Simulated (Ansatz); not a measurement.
FH3NNbOS (`[NH2][Nb]([OH])([F])=[S]`) at its PBE0-D4/def2-TZVP geometry, where that method's forces vanish. Charge 0, multiplicity 1. Nb: def2 effective core potential.

```xyz
8

N    -1.4210   -0.2955    0.2770
Nb    0.3341    0.1105   -0.4656
O     1.6598   -0.4347    0.7533
F     0.5831   -0.8233   -2.0681
S     0.3661    2.2291   -0.7788
H    -2.1866    0.3519    0.3869
H    -1.6569   -1.2019    0.6597
H     2.3215    0.0641    1.2357
```

**Question.** What forces (eV/Å) does r2SCAN-D4/def2-TZVPP give on these atoms in Ansatz? (Best estimate.)

**Answer.** Ansatz gave: 
```
N1  -0.147 -0.050  0.060
Nb2  0.013 -0.149 -0.048
O3   0.141 -0.141  0.142
F4   0.024 -0.077 -0.127
S5   0.010  0.393 -0.072
H6  -0.038  0.001  0.014
H7  -0.031 -0.019  0.018
H8   0.028  0.042  0.012
```
